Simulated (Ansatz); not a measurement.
## Energy profile

The step: SiH₃Cl ([SiH3][Cl]) + HF → SiH₂ClF ([F][SiH2][Cl]) + H₂; bonds formed: Si1–F7, H2–H6; bonds broken: Si1–H2, H6–F7 (atoms numbered as in the saddle structure below).

```tsv
atom	x (Å)	y (Å)	z (Å)
Si1	-0.3631	-0.0600	0.2316
H2	1.0847	-0.8703	-0.0781
H3	-0.4651	-0.9749	1.4002
H4	-1.4663	-0.4157	-0.6775
Cl5	-0.4556	1.7513	1.1792
H6	1.1107	-0.1793	-0.7935
F7	0.5546	0.7487	-1.2617
```

Electronic energies by CCSD(T) at an estimated basis limit (MP2 extrapolated from triple and quadruple zeta, plus CCSD(T) − MP2 in triple zeta), on PBE0-D4/def2-TZVP structures; SiH₄ClF, closed shell; no counterpoise correction. Computed with Ansatz 0.2.0 (basis: def2-TZVPP and def2-QZVPP); correlated methods freeze the cores. Extrapolation: Hartree–Fock as exp(−7.88 √X), correlation as X^−2.97.

Problem. Give the profile in kJ/mol, counted from the separated reactants. (Judge from chemistry; the value comes from the calculation.)

Solution. Computed:
```tsv
point	kJ/mol
separated: SiH₃Cl (linked as [SiH3][Cl]; Si1, H2, H3, H4, Cl5; singlet) + HF (H6, F7; singlet)	0.0
start structure	-13.6
saddle	145.6
end structure	-120.7
separated: SiH₂ClF (linked as [F][SiH2][Cl]; Si1, H3, H4, Cl5, F7; singlet) + H₂ (H2, H6; singlet)	-119.0
```

No T1 diagnostic of these runs exceeds 0.012.

For scale, one of the runs: CCSD(T)/def2-TZVPP, 171 basis functions, launched by `ansatz run in.yaml --threads 2 --pin off --events-out ev --progress --plain --max-ram 4352MiB`. The run took 27 s on 2 CPU threads of an Arm Neoverse V1 (shared host), with 1.4 GiB of host memory at its peak.
